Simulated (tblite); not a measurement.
Input of a run (GFN2-xTB geometry optimisation, gas phase (tblite 0.8.0)), started from a force field or distance geometry:
```
{"job": {"kind": "relax", "xc": "GFN2-xTB", "basis": "xTB"}, "charge": 0, "multiplicity": 1}
C      3.100000     0.520600    -0.515900
C      1.721900    -0.013200    -0.508300
C      0.611000    -0.459500    -0.464100
C     -0.773900    -1.003200    -0.419800
C     -1.264700    -0.955300     1.049400
Si    -1.194500     0.893100     0.838400
Cl    -2.696700     2.018500     1.669600
C     -1.794800     0.029100    -0.709100
H      3.207400     1.365700     0.208100
H      3.817600    -0.254500    -0.194600
H      3.272900     0.879000    -1.528800
H     -0.887800    -2.016500    -0.838900
H     -0.448500    -1.355200     1.684400
H     -2.252900    -1.395900     1.165900
H      0.134100     1.496200     0.715500
H     -2.852300    -0.354300    -0.528000
H     -1.705800     0.617400    -1.633700
```

Output (eV, eV/Å):
```
step      E/eV     max force
  0    -642.79582    3.535
  1    -643.11255    3.273
  2    -643.21658    4.788
  3    -643.47698    1.256
  4    -643.65362    1.057
  5    -643.73174    1.017
  6    -643.77446    0.489
  7    -643.81128    0.551
  8    -643.84778    0.771
  9    -643.88563    0.717
 10    -643.91785    0.512
 11    -643.94645    0.548
 12    -643.97568    0.837
 13    -644.00241    0.727
 14    -644.02027    0.290
 15    -644.02963    0.247
 16    -644.03728    0.341
 17    -644.04755    0.441
 18    -644.06127    0.370
 19    -644.07675    0.337
 20    -644.08899    0.262
 21    -644.09678    0.217
 22    -644.10245    0.269
 23    -644.10899    0.268
 24    -644.11714    0.204
 25    -644.12474    0.206
 26    -644.13004    0.135
 27    -644.13356    0.126
 28    -644.13639    0.128
 29    -644.13919    0.135
 30    -644.14183    0.139
 31    -644.14429    0.136
 32    -644.14707    0.130
 33    -644.15106    0.162
 34    -644.15683    0.210
 35    -644.16382    0.215
 36    -644.17032    0.168
 37    -644.17511    0.145
 38    -644.17850    0.133
 39    -644.18200    0.130
 40    -644.18569    0.133
 41    -644.18933    0.161
 42    -644.19331    0.147
 43    -644.19750    0.158
 44    -644.20177    0.165
 45    -644.20592    0.161
 46    -644.20979    0.252
 47    -644.21407    0.263
 48    -644.21941    0.165
 49    -644.22301    0.177
 50    -644.22704    0.141
 51    -644.23028    0.161
 52    -644.23354    0.172
 53    -644.23699    0.161
 54    -644.23940    0.151
 55    -644.24140    0.077
 56    -644.24222    0.059
 57    -644.24298    0.064
 58    -644.24382    0.090
 59    -644.24511    0.086
 60    -644.24608    0.081
 61    -644.24679    0.085
 62    -644.24741    0.068
 63    -644.24807    0.064
 64    -644.24857    0.055
 65    -644.24884    0.034
 66    -644.24900    0.032
 67    -644.24913    0.026
 68    -644.24922    0.030
 69    -644.24930    0.026
 70    -644.24939    0.031
 71    -644.24948    0.032
 72    -644.24957    0.028
 73    -644.24966    0.036
 74    -644.24976    0.026
 75    -644.24987    0.032
 76    -644.25000    0.030
 77    -644.25013    0.040
 78    -644.25026    0.047
 79    -644.25038    0.039
 80    -644.25047    0.032
 81    -644.25055    0.023
 82    -644.25062    0.017
 83    -644.25069    0.017
 84    -644.25078    0.020
 85    -644.25087    0.025
 86    -644.25098    0.030
 87    -644.25113    0.033
 88    -644.25131    0.027
 89    -644.25144    0.018
 90    -644.25150    0.015
 91    -644.25152    0.016
 92    -644.25154    0.011
 93    -644.25156    0.006
```

Problem. Summarise the run.

Solution. The energy falls by 1.456 eV over 93 L-BFGS steps, the largest force on an atom goes from 3.53 to 0.006 eV/Å, and the atoms move by 0.879 Å rms after alignment. The bond that changes most is C4–C8 (propargylic carbon to sp3 carbon bound to silicon), which lengthens by 0.074 Å. Bonds longer at the end by more than 0.005 Å: 3 of 17; shorter: 10. Among the angles that change most is C5–C4–C8, from 86.9° to 99.9°. Among the dihedrals that turn most is C3–C4–C8–H16, from -172° to 131°. The energy never rose by more than 1e-5 eV on the way. The first step brought 22 % of the lowering.

Problem. What are the final bond lengths?

Solution. C1–C2 1.447 Å, C2≡C3 1.199 Å, C3–C4 1.445 Å, C4–C5 1.554 Å, C5–Si6 1.909 Å, Si6–Cl7 2.021 Å, Si6–C8 1.909 Å, C4–C8 1.554 Å, C1–H9 1.090 Å, C1–H10 1.090 Å, C1–H11 1.090 Å, C4–H12 1.093 Å, C5–H13 1.088 Å, C5–H14 1.089 Å, Si6–H15 1.459 Å, C8–H16 1.089 Å, C8–H17 1.088 Å. Numbering counts from 1 in the input's order; the species is `C(#CC)[C@H]1C[Si@@H](C1)Cl`.

Time: 1.4 s of wall time. Hardware: Arm Neoverse N1, one thread (shared host).

Its lowest GFN2-xTB frequency is 17i cm⁻¹, too small to tell a flat minimum from a shallow saddle. The numbers are those of one conformer.

The numbers are calculated, not measured.
